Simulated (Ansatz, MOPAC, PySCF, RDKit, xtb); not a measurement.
Dimer: PH3 (SMILES P) (first 4 atoms) with Si2H6 (SMILES [SiH3][SiH3]); geometry from B3LYP-D3(BJ)/def2-TZVP, rigid monomers moved along the line of their centres of mass till H4···Si5 is 3.10 Å.
(charge 0, multiplicity 1):
```xyz
12

P     -0.3602     0.2282    -0.0754
H      0.7813    -0.1793     0.6606
H      0.3673     1.1782    -0.8387
H     -0.7495     1.1836     0.8977
Si     0.6565     0.8478     3.6356
Si    -0.8288    -0.9656     3.5737
H      0.0027     2.0727     3.1156
H      1.8578     0.5650     2.8143
H      1.0858     1.0970     5.0338
H     -2.0136    -0.6810     4.4193
H     -0.1618    -2.1872     4.0861
H     -1.2894    -1.2252     2.1886
```

Monomers are frozen at their geometry in the pair; levels with a basis set take the counterpoise correction. Rows marked so take none. RDKit's UFF carries no charges.

Cores are frozen in the correlated methods. Rows in 3-21G, 6-31G* carry no dispersion term and start afresh at each structure (6-31G* with six Cartesian d functions). MP2/6-31G* freezes PySCF's default core. The state reached by AM1, PM6 isn't checked.

Programs: Ansatz (Gaussian basis) for Hartree–Fock, density functionals and correlated methods; MOPAC for AM1, PM6 (differences of heats of formation); PySCF for 3-21G rows, 6-31G* rows, the dispersion terms; RDKit for the force fields; xtb for the GFN methods. Each number belongs to the level named beside it.

```tsv
level	interaction energy (kcal/mol)
UFF	-0.69
GFN-FF	-1.13
AM1	2.88
PM6	-2.82
r2SCAN/def2-TZVPPD	0.35
B3LYP/3-21G (no counterpoise)	1.07
B3LYP-D4/def2-TZVPPD	-0.74
MP2/6-31G* (no counterpoise)	1.09
CCSD(T)/aug-cc-pV(D+d)Z	(withheld)
```

Q: Fill in the missing entries.

A: 
- CCSD(T)/aug-cc-pV(D+d)Z, interaction energy (kcal/mol): 0.41

Ansatz is an electronic-structure program.
